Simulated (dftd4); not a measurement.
C2H8GaN (SMILES [CH3][Ga]([CH3])[NH2]), singlet, geometry from GFN2-xTB (such geometries of metal compounds can be far from the true shape); D4 for tpss (dftd4 4.2.0).

Input for dftd4:
```
$ dftd4 mol.xyz --func tpss --charge 0 --json dftd4.json --noedisp --grad

# file mol.xyz
12

Ga    -0.00709451     0.00460620    -0.00714112
C     -1.47199618    -1.39543412    -0.17665421
H     -1.03944064    -2.37467805    -0.39585468
H     -2.17872222    -1.14504898    -0.97070797
H     -2.02896157    -1.48152489     0.75972005
C      0.13033080     1.80004736    -0.94945224
H      0.26125667     1.66657442    -2.02620221
H      0.98208639     2.36703510    -0.56726568
H     -0.77564079     2.39282419    -0.80161230
N      1.35270193    -0.41356163     1.13700129
H      2.15140436     0.17015384     1.35088087
H      1.42902616    -1.27087592     1.67004633
```

Output, abridged:

```
                    ____  _____ _____     ____  _  _
      -------------|  _ \|  ___|_   _|---|  _ \| || |------------
     |             | | | | |_    | | ___ | | | | || |_           |
     |             | |_| |  _|   | ||___|| |_| |__   _|          |
     |             |____/|_|     |_|     |____/   |_|            |
     |             ===================================           |
     |            E. Caldeweyher, S. Ehlert & S. Grimme          |
     |          Mulliken Center for Theoretical Chemistry        |
     |                    University of Bonn                     |
      -----------------------------------------------------------

Rational (Becke-Johnson) damping: tpss-D4-ATM
---------------------
  s6         1.0000
  s8         1.7660
  s9         1.0000
  a1         0.4282
  a2         4.5426
 alp        16.0000
--------------------

Dispersion energy:      -1.0010654163492E-02 Eh

Gradient norm:           1.0230762130580E-03 Eh/a0
--------------------------------------------------
     #    Z           dE/dx      dE/dy      dE/dz
--------------------------------------------------
     1   31 Ga   -7.121E-05  2.225E-05 -5.989E-05
     2    6 C    -3.938E-04 -3.521E-04 -6.008E-05
     3    1 H    -7.894E-05 -5.114E-05 -2.629E-05
     4    1 H    -6.160E-05 -7.601E-05  2.273E-06
     5    1 H    -7.645E-05 -5.046E-05 -1.882E-05
     6    6 C     1.766E-05  4.656E-04 -2.557E-04
     7    1 H     8.992E-06  7.786E-05 -4.017E-05
     8    1 H    -2.129E-05  8.036E-05 -6.001E-05
     9    1 H     1.207E-05  8.104E-05 -3.700E-05
    10    7 N     4.520E-04 -1.333E-04  3.760E-04
    11    1 H     1.428E-04  4.141E-05  7.352E-05
    12    1 H     6.982E-05 -1.055E-04  1.061E-04
--------------------------------------------------

Virial:
--------------------------------------------------
      component           x          y          z
--------------------------------------------------
          x       3.674E-03  1.312E-03  1.689E-03
          y       1.312E-03  4.389E-03 -1.633E-03
          z       1.689E-03 -1.633E-03  2.073E-03
--------------------------------------------------

[Info] Dispersion results written to 'dftd4.txt'
[Info] JSON dump of results written to 'dftd4.json'
```
